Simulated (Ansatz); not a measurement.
Geometry optimisation, UKS PBE/def2-SVP in Ansatz.

Input:

```yaml
crystal:
  periodic: [false, false, false]
  atoms:
    - { symbol: W, position_ang: [0.073784, -0.1042, -0.260994] }
    - { symbol: Cl, position_ang: [-0.231234, 0.685086, 3.228309] }
    - { symbol: Cl, position_ang: [2.396233, 0.015305, -0.238111] }
    - { symbol: H, position_ang: [0.040705, 1.426041, 0.439131] }
    - { symbol: F, position_ang: [-1.837191, -0.151175, -0.237] }
    - { symbol: F, position_ang: [0.092576, -1.522387, 0.936478] }
    - { symbol: F, position_ang: [0.027272, 0.153335, -2.082358] }
    - { symbol: H, position_ang: [-0.022145, -0.632005, 3.314544] }
magnetization:
  spin_polarized: true
  initial_magnetization: 1
basis:
  gaussian: { orbitals: def2-SVP }
hamiltonian:
  xc: pbe
relax:
  f_tol: 0.03
  max_steps: 50
```

Command:

```bash
$ ansatz run input.yaml --threads 4 --pin off --max-ram 5120MiB --backend cpu --events-out ev --progress --plain --runs-dir out
```

Problem. Where does it end, and by what steps?

Solution. The run converged. After 7 steps the energy has fallen by 0.021 eV; H8 moved furthest, 0.10 Å.

```tsv
step	energy less start (eV)	largest force component (eV/Å)	accepted
0	0.0000	0.998	yes
1	-0.0139	0.597	yes
2	-0.0130	0.415	no
3	-0.0184	0.344	yes
4	-0.0202	0.077	yes
5	-0.0206	0.035	yes
6	-0.0207	0.033	yes
7	-0.0207	0.014	yes
```

```xyz
8
Properties=species:S:1:pos:R:3
W 0.083 -0.101 -0.260
Cl -0.170 0.668 3.262
Cl 2.404 0.034 -0.256
H 0.044 1.439 0.423
F -1.827 -0.164 -0.219
F 0.117 -1.512 0.946
F 0.012 0.136 -2.083
H -0.123 -0.630 3.287
```

Run time: 30 s on 4 threads of Arm Neoverse V2, on a shared host, peak memory 0.23 GiB.
